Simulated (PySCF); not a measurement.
**Orbital energies and ionisation energy**

Compound: C₆H₁₂N₂O.
Cartesian coordinates in Å at the PBE0-D3(BJ)/def2-SVP level; atoms count from 1:
```xyz
21
C6H12N2O angstrom
C     -2.807    0.063    0.730
C     -2.233   -1.123   -0.034
N     -0.802   -1.100   -0.209
C     -0.168   -0.129   -1.093
C      1.263   -0.037   -0.555
O      1.636    1.313   -0.450
C      2.986    1.514   -0.165
C      1.100   -0.768    0.760
N     -0.059   -1.298    0.898
H     -3.896   -0.039    0.845
H     -2.358    0.121    1.733
H     -2.614    1.016    0.214
H     -2.474   -2.061    0.489
H     -2.686   -1.194   -1.037
H     -0.226   -0.448   -2.144
H     -0.619    0.877   -1.002
H      1.990   -0.564   -1.210
H      3.642    1.040   -0.923
H      3.276    1.121    0.828
H      3.170    2.597   -0.172
H      1.867   -0.900    1.525
```

Level: CAM-B3LYP/def2-SVPD (PySCF). Frontier orbitals with their largest atomic shares (Löwdin; up to four atoms above 4 %):

```tsv
orbital	ε (eV)	main atoms
HOMO−3	-10.72	O6 34 %, N9 12 %, C5 10 %, C7 8 %
HOMO−2	-10.06	N9 37 %, O6 25 %, C7 6 %, N3 6 %
HOMO−1	-8.82	O6 38 %, N9 21 %, C8 9 %, C5 8 %
HOMO	-7.22	?
LUMO	1.08	N9 30 %, C8 21 %, C5 8 %, C7 7 %
LUMO+1	1.43	C7 13 %, C8 12 %, C4 7 %, C1 6 %
LUMO+2	1.62	C7 12 %, C1 12 %, C2 10 %, H14 8 %
```

What vertical ionisation energy does ΔSCF give, and how far is −ε(HOMO) from it?

ΔSCF: 7.83 eV (755 kJ/mol; threshold wavelength 158 nm); ⟨S²⟩ of the doublet left behind is 0.768, against 0.75 for a pure doublet. −ε(HOMO) is 7.22 eV, 0.61 eV below it. In exact Kohn–Sham theory the two would be equal; CAM-B3LYP (range-separated hybrid) falls short of its own ΔSCF value by 8 %.

On which atoms does the HOMO lie?

N3 (nitrogen bonded to 2 C and N) 41 %, C8 (C=N carbon) 20 %, N9 (C=N nitrogen) 12 %, C4 (sp3 carbon bound to nitrogen) 4 %. The HOMO−1 lies 1.60 eV lower.

How many of the 10 lowest singlet excitations (vertical TDDFT, same level) lie below the ionisation energy?

All 10; they run from 5.20 to 7.54 eV.

What kinetic energy would electrons from this vertical process carry with He I light (21.218 eV)?

21.22 − 7.83 = 13.39 eV.

With α = 92.4 au, estimate the like-pair dispersion coefficient by London's formula C6 = (3/4)α²I.

I = 0.2877 Eh, so C6 ≈ 1840 au, a rough estimate.

Geometry: PBE0-D3(BJ)/def2-SVP, one conformer, isolated molecule.
